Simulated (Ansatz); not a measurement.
Ansatz results at the PBE0-D4/def2-TZVP geometry: HOMO energy (B3LYP/def2-TZVPP) -5.99 eV; HOMO–LUMO gap (ωB97M-V/def2-TZVPP) 10.78 eV; LUMO energy (PBE/def2-TZVPP) -0.08 eV.

Each molecule was computed in one conformer, which needn't be the lowest.

**Question.** Which molecule gave them?
A. `CC(C)N([SiH3])C(C)C`
B. `C=CN([SiH2]Cl)[SiH2]Cl`
C. `CCNC(C)(C)C`
D. `BN(C)[SiH2]Cl`

**Answer.** A. The others give `CCNC(C)(C)C`: -5.90, 10.95, 0.25; `BN(C)[SiH2]Cl`: -8.16, 12.13, -1.35; `C=CN([SiH2]Cl)[SiH2]Cl`: -6.75, 10.80, -1.18.

B3LYP here is the variant with VWN-RPA as its local correlation; programs differ in this.
